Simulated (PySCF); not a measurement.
Mo(NH)2(Cl)(NH2) (ClH4MoN3), SMILES [NH]=[Mo](=[NH])([NH2])[Cl], multiplicity 1.

Geometry optimised at r2SCAN-D4/def2-SVP. The spin state was assumed, not searched. The def2 effective core potentials stand for the cores of Mo; spin–orbit coupling is left out. One conformer was computed; it need not be the lowest.

The numbers are results of PySCF with r2SCAN/def2-TZVP, not measurements.

Isolated molecule, no solvent.

Computed frontier levels, gap, dipole moment and polarisability:
highest occupied level: -6.67 eV
lowest empty level: -2.42 eV
orbital gap: 4.26 eV
dipole moment: 3.71 D
quadrupole, principal values (traceless, Buckingham form, about the centre of nuclear charge): -7.18, -0.07, 7.25 D·Å
mean static polarisability: 77.0 bohr³ (11.41 Å³)
polarisability, principal values: 73.3, 76.3, 81.5 bohr³
